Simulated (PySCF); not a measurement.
Geometry:
```csv
atom,x (Å),y (Å),z (Å)
C1,-2.242,-0.164,0.331
C2,-0.723,-0.093,0.449
C3,-0.224,1.327,0.167
C4,1.264,1.380,0.010
C5,1.986,0.291,-0.178
F6,3.336,0.383,-0.309
C7,1.460,-1.103,-0.266
C8,-0.046,-1.069,-0.515
H9,-2.599,-1.160,0.583
H10,-2.712,0.550,1.004
H11,-2.556,0.064,-0.686
H12,-0.435,-0.364,1.471
H13,-0.688,1.704,-0.751
H14,-0.526,1.996,0.976
H15,1.738,2.348,0.044
H16,1.681,-1.631,0.668
H17,1.978,-1.632,-1.070
H18,-0.237,-0.747,-1.541
H19,-0.464,-2.070,-0.392
```

Geometry: GFN2-xTB; GIAO absolute shieldings from PySCF 2.14, gas phase, non-relativistic, averaged over equivalent atoms.

At HCTH407/STO-3G (51 basis functions, 9.6 s wall time on 1 thread of an Arm Neoverse V1, shared host):
```tsv
atoms	σ (ppm)
C5	110.6
C4	145.0
C2	200.2
C3	200.7
C8	201.6
C7	205.1
C1	208.6
F6	282.3
H15	28.48
H17	31.34
H14	31.42
H16	31.43
H19	31.73
H13	31.76
H12	31.96
H18	32.01
H9/H10/H11	32.13
```

Question: Predict the values at BLYP/pcSseg-1 on the same geometry.

Answer: 
| atoms | σ at BLYP/pcSseg-1 | change |
| --- | --- | --- |
| C5 | 5.3 | -105.3 |
| C4 | 70.5 | -74.5 |
| C2 | 141.0 | -59.2 |
| C3 | 138.9 | -61.8 |
| C8 | 139.7 | -61.9 |
| C7 | 144.7 | -60.4 |
| C1 | 152.6 | -56.0 |
| F6 | 248.1 | -34.2 |
| H15 | 26.48 | -2.00 |
| H17 | 29.55 | -1.79 |
| H14 | 29.56 | -1.86 |
| H16 | 29.27 | -2.16 |
| H19 | 30.06 | -1.67 |
| H13 | 29.86 | -1.90 |
| H12 | 30.31 | -1.65 |
| H18 | 30.49 | -1.52 |
| H9/H10/H11 | 30.73 | -1.40 |

The largest change is at C5 (fully substituted alkene carbon). Cost: 191 basis functions, 48 s wall time on 1 thread of an Arm Neoverse V1, shared host. The order of the carbon signals changes between the two levels.
